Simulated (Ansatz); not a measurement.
```xyz
15

C    -0.415    1.169   -1.899
N    -0.300    0.515   -0.613
C    -1.069   -0.705   -0.565
Sb    1.597    0.490    0.144
Si    0.939   -0.231    2.531
H    -0.082    0.544   -2.745
H     0.165    2.095   -1.915
H    -1.464    1.433   -2.084
H    -1.041   -1.143    0.435
H    -2.118   -0.489   -0.805
H    -0.718   -1.472   -1.277
H     1.996   -1.141   -0.262
H     0.268    0.905    3.217
H     2.196   -0.554    3.260
H     0.044   -1.418    2.580
```

The species carries charge 0 and has multiplicity 1. Sb takes the def2 core potential.

Problem. List the PBE0/def2-TZVPP orbital energies in eV (the Gaussian-basis code of Ansatz). (An estimate is asked.)

Solution. Ansatz gave: Occupied: -1802.60, -391.27, -278.67, -278.61, -156.71, -144.95, -108.27, -108.23, -108.12, -99.61, -99.59, -99.59, -35.88, -35.83, -35.75, -35.70, -35.66, -25.05, -19.79, -17.55, -15.90, -14.38, -12.71, -12.53, -12.47, -10.92, -10.43, -10.05, -9.80, -9.39, -8.34, -7.10, -6.24. Lowest empty: -0.78, -0.18, 0.36, 1.00, 1.26, 1.62, 1.86, 2.58.
